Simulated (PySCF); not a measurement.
Run record: geometry optimisation, `C=C(OC)C(C)=O`.

Method: PBE0-D3(BJ)/def2-SVP geometry optimisation, gas phase (PySCF 2.14.0). Start geometry: GFN2-xTB. The command runs a driver script over a list of jobs; the input below is this job's line of settings and its coordinates in Å.

Command:
```bash
OMP_NUM_THREADS=1 python probes_run.py task.json out
```

Input:
```
{"job": {"xc": "PBE0", "basis": "def2-SVP", "d3": "d3bj", "grid": 1, "kind": "geom"}, "charge": 0, "multiplicity": 1}
C     -0.869393     1.577442    -0.033686
C     -0.097074     0.500150    -0.189316
O     -0.502773    -0.755141    -0.523002
C     -1.880626    -0.954669    -0.729892
C      1.382286     0.607847     0.008931
C      2.144256    -0.670359    -0.190849
O      1.905559     1.655392     0.307354
H     -0.398821     2.505841     0.233300
H     -1.936505     1.580908    -0.157776
H     -1.996009    -2.006891    -0.983118
H     -2.454540    -0.731292     0.174922
H     -2.252073    -0.337401    -1.553950
H      3.204304    -0.500979    -0.024713
H      1.975910    -1.037481    -1.200745
H      1.771086    -1.425378     0.497352
```

Give the output.

```
step   0  E = -345.12008089  max force = 0.011661
step   1  E = -345.12144748  max force = 0.002872
step   2  E = -345.12146472  max force = 0.000668
step   3  E = -345.12146821  max force = 0.000599
step   4  E = -345.12147413  max force = 0.000177
optimisation converged
```

Energies in Eh; «max force» is the largest Cartesian gradient component in Eh/bohr.

How much energy does the optimisation release, in kcal/mol?

E(step 0) − E(last step) = 0.001393 Eh, which is 0.9 kcal/mol.

Give the first gradient maximum in eV/Å.

With 1 Eh/bohr = 51.422 eV/Å, 0.600 eV/Å.

Main results: final energy -345.12147 Eh after 4 steps; dipole 3.47 D.

Give the final coordinates.

0.026 Å rms from the input after alignment:
```
atom  x, y, z in Å
C1    -0.7801    1.8503    0.2199
C2    -0.0093    0.7674    0.0401
O3    -0.4112   -0.4669   -0.3217
C4    -1.7810   -0.6678   -0.5302
C5     1.4809    0.8489    0.2462
C6     2.2588   -0.4217    0.0452
O7     2.0029    1.8931    0.5590
H8    -0.2799    2.7734    0.5134
H9    -1.8617    1.8505    0.0877
H10   -1.9133   -1.7212   -0.8070
H11   -2.3620   -0.4560    0.3850
H12   -2.1623   -0.0268   -1.3448
H13    3.3225   -0.2243    0.2222
H14    2.1021   -0.8083   -0.9731
H15    1.8934   -1.2031    0.7288
```

The run took 35 s on one thread, x86-64 server, no GPU, shared host.
Labels such as C1 count atoms from 1, the log's own numbers from 0.
